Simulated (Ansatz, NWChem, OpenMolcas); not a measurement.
How methods differ on KLi (Lithium Potassium)

KLi: 2 atoms, total charge 0, spin state singlet. SMILES: `[Li][K]`. Geometry: the measured bond length.

| atom | x (Å) | y (Å) | z (Å) |
| --- | --- | --- | --- |
| Li | 0.0000 | 0.0000 | 0.0000 |
| K | 0.0000 | 0.0000 | 3.2700 |

Quantity: the energy change with the Li1–K2 bond stretched from 3.270 to 4.251 Å, in eV. The values are calculated.

```tsv
level	kind	program	value (eV)	CPU time (all runs)
PBE0/def2-TZVP (restricted)	global hybrid	NWChem	0.20	9.1 s
r2SCAN0/def2-TZVP (restricted)	hybrid meta-GGA	Ansatz	0.19	14 s
HSE06/def2-TZVP (restricted)	range-separated hybrid	Ansatz	0.19	8.7 s
wB97M-V/def2-TZVP (restricted)	range-separated hybrid	Ansatz	0.32	58 s
B2PLYP/def2-TZVP (restricted)	double hybrid	OpenMolcas	0.20	7.6 s
MP2/def2-TZVP (restricted)	perturbation theory	Ansatz	0.20	1.5 s
MP3/def2-TZVP (restricted)	perturbation theory	NWChem	0.20	8.9 s
CCSD/def2-TZVP (restricted)	coupled cluster or CI	NWChem	0.19	20 s
```

The first shape isn't each level's own minimum. The values span 0.19 to 0.32 eV. Times are those of the runs behind each value, whatever else they computed, on shared processors of several kinds: orders of magnitude only.
